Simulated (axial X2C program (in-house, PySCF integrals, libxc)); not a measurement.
## Spin–orbit effects down a group: molecules with O (ions), PBE0

Calculated with an axial X2C code built on PySCF integrals, spin-free (one-electron X2C) or two-component (2c: spin–orbit coupling with atomic mean-field Coulomb and Gaunt terms, which also bring small scalar terms), in Dyall basis sets with cores contracted in-house; open shells are unrestricted.

Basis sets: Ni dyall-cv3z, O dyall-av3z, Pd dyall-cv3z, Pt dyall-cv3z.

```
molecule   spin-free state  Re (Å)  ωe (cm⁻¹)  De (eV)  2c state  Re 2c (Å)  ωe 2c (cm⁻¹)  De 2c (eV)
    NiO⁺  M_S = 3/2, Λ = 0   1.617      723.9     2.42   Ω = 3/2      1.618         722.2         n/a
    PdO⁺  M_S = 3/2, Λ = 0   1.775      670.4     2.02   Ω = 3/2      1.775         669.3         n/a
    PtO⁺  M_S = 3/2, Λ = 0   1.715      851.9     3.51   Ω = 3/2      1.717         846.8        3.27
```

Problem. Work out the shifts from the spin-free to the two-component result.

Solution. 

| molecule | 2c state | ΔRe (Å) | Δωe (cm⁻¹) | ΔDe (eV) |
| --- | --- | --- | --- | --- |
| NiO⁺ | Ω = 3/2 | 0.001 | -1.7 | n/a |
| PdO⁺ | Ω = 3/2 | 0.000 | -1.1 | n/a |
| PtO⁺ | Ω = 3/2 | 0.002 | -5.1 | -0.24 |

Shifts of one unit in the last digit are rounding.

Fragments in 2c: Ni+ + O, Pd+ + O, Pt+ + O. Each entry is the lowest single determinant of a limited PBE0 search at one distance. De goes to single-determinant-based atoms at the same level (for ions the charge split of lowest energy) and is withheld (n/a) where an atom does not fit its ground term or J level. Main or longest-lived isotopes. One determinant is a doubtful description, or other states lie close, for NiO⁺, PdO⁺, PtO⁺; these need not be ground states, and all values refer to the states named. With several unpaired electrons the Ω given is that of one determinant, not necessarily of the lowest component. Some light 2c atoms are not at their ground J level, so De misses part of their lowering (0.04 eV or less). The functionals have no current term, which raises determinants with orbital currents.
